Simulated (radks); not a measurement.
The numbers below are computed, except where a source is named.
Numerical settings for the bismuth ion Bi+, [Hg] 6p2. Code: a radial shooting solver on a logarithmic mesh with Libxc functionals. Model: scalar-relativistic Kohn-Sham, PBEsol, spin-unpolarised, spherical densities, point nucleus. The defaults (mesh step 0.008 in ln r, mesh end at 40 bohr or more with all orbitals vanishing there, Anderson mixing 0.5 over 9 steps, residual threshold near 1e-9 with the energy settled to 1e-9 hartree or 1e-11 of itself, here a cap of 61 iterations) give E = -21524.778 hartree and 6p at -11.483 eV in 15 iterations. Run on one thread of a shared host, so times are rough (Arm Neoverse V1): 0.18 s of CPU time, 0.18 s wall, 15 iterations on 2648 mesh points. Changes against that run (0 stands for a change within the tolerance of the run):

| setting | iterations | converged | E (mhartree) | e(6p) (meV) | CPU (s) |
|---|---|---|---|---|---|
| mesh step in ln r 0.05 | 15 | yes | +0.274 | -0.004 | 0.04 |
| mesh step in ln r 0.02 | 15 | yes | +0.000927 | 0 | 0.08 |
| mesh step in ln r 0.2 | 4 | no | diverged | - | 0.01 |
| mesh end (bohr) 1 | 14 | level above zero | +3.59e+05 | +1.28e+06 | 0.15 |
| mesh end (bohr) 20 | 15 | yes | 0 | 0 | 0.18 |
| residual threshold 0.1 | 10 | yes | 0 | -0.0692 | 0.14 |
| residual threshold 0.01 | 10 | yes | 0 | -0.0692 | 0.14 |
| mixing 0.05 | 20 | yes | 0 | 0 | 0.23 |
| linear mixing, mixing 0.8 | 61 | no | -0.00136 | -0.0451 | 0.73 |
| linear mixing, mixing 0.05 | 61 | no | -32.1 | -205 | 0.72 |
| mixing history 3 | 16 | yes | 0 | 0 | 0.19 |
| iteration cap 8 | 8 | no | +0.00165 | +1.1 | 0.11 |

Settled on a wrong energy, with an occupied level pushed above zero by the early mesh end: mesh end (bohr) 1 (+359 hartree). Apart from these: no run marked as converged misses the energy by more than 1 mhartree. A mesh that ends early acts as a hard wall.
